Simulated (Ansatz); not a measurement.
Geometry optimisation, RKS PBE-D4/6-31G* (Ansatz 0.2.0).

input.yaml

```yaml
crystal:
  periodic: [false, false, false]
  atoms:
    - { symbol: Al, position_ang: [0.0, 0.0, 0.0] }
    - { symbol: Cl, position_ang: [0.0, 0.0, 2.58] }
    - { symbol: H, position_ang: [1.351, 0.0, -0.78] }
    - { symbol: "N", position_ang: [-1.6627, 0.0, -0.96] }
    - { symbol: H, position_ang: [-2.3316, -0.8164, -0.8614] }
    - { symbol: H, position_ang: [-1.9118, 0.8164, -1.5886] }
    - { symbol: O, position_ang: [-0.2602, 1.9567, 0.6559] }
    - { symbol: H, position_ang: [-1.1988, 2.262, 0.4419] }
    - { symbol: H, position_ang: [-0.186, 1.3988, 1.8287] }
basis:
  gaussian: { orbitals: "6-31G*" }
hamiltonian:
  xc: pbe
  dispersion: d4
relax:
  f_tol: 0.15
  max_steps: 25
  restrain:
    - { distance: [0, 6], at: 1.78, k: 30.0 }
    - { distance: [8, 1], at: 1.37, k: 30.0 }
    - { distance: [0, 1], at: 3.43, k: 30.0 }
    - { distance: [8, 6], at: 2.21, k: 30.0 }
output:
  orbitals: {}
```

Command:

```bash
$ ansatz run input.yaml --threads 1 --pin off --max-ram 2048MiB --backend cpu --events-out ev --progress --plain --runs-dir out
```

Task: Where does it end, and by what steps?

Result: It converged. The restraints hold the end off the free minimum. After 8 steps the energy has fallen by 0.710 eV (the restraints' own energy left out); H6 moved furthest, 0.90 Å.

```json
{"step": "0", "energy less start (eV)": "0.0000", "largest force component (eV/Å)": "2.717", "accepted": "yes"}
{"step": "1", "energy less start (eV)": "0.1900", "largest force component (eV/Å)": "2.995", "accepted": "yes"}
{"step": "2", "energy less start (eV)": "0.0381", "largest force component (eV/Å)": "2.616", "accepted": "yes"}
{"step": "3", "energy less start (eV)": "-0.2659", "largest force component (eV/Å)": "0.700", "accepted": "yes"}
{"step": "4", "energy less start (eV)": "-0.4245", "largest force component (eV/Å)": "0.992", "accepted": "yes"}
{"step": "5", "energy less start (eV)": "-0.5424", "largest force component (eV/Å)": "0.863", "accepted": "yes"}
{"step": "6", "energy less start (eV)": "-0.6519", "largest force component (eV/Å)": "0.719", "accepted": "yes"}
{"step": "7", "energy less start (eV)": "-0.6899", "largest force component (eV/Å)": "0.777", "accepted": "yes"}
{"step": "8", "energy less start (eV)": "-0.7100", "largest force component (eV/Å)": "0.711", "accepted": "yes"}
```

```xyz
9
Properties=species:S:1:pos:R:3
Al -0.198 0.512 -0.399
Cl -0.082 0.060 3.001
H 1.128 -0.347 -0.505
N -1.726 -0.053 -1.134
H -1.821 -0.974 -1.563
H -2.614 0.446 -1.167
O -0.087 2.111 0.349
H -0.904 2.642 0.384
H 0.105 1.220 2.350
```

The run took 24 s on 1 thread of Arm Neoverse V2, on a shared host, peak memory 0.15 GiB.
